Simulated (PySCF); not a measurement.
This script is equivalent to a calculation on N³⁺ (nitrogen, charge +3).

```python
from pyscf import gto, scf, dft, mp, cc
import basis_set_exchange as bse
mol = gto.M(atom="N 0 0 0", charge=3, spin=0, symmetry="D2h",
            basis=gto.basis.parse(bse.get_basis("aug-cc-pCVTZ-DK", elements=["N"], fmt="nwchem", augment_diffuse=1)),
            nucmod="G")
mf = dft.UKS(mol, xc="PBE0").sfx2c1e()
mf.irrep_nelec = {'Ag': (2, 2)}
mf.kernel()
```

(1) What total energy does it give?

(2) Which occupied shell lies highest, and where?

Results:

(1) -51.171 hartree (calculated).

(2) 2s, at -70.183 eV.
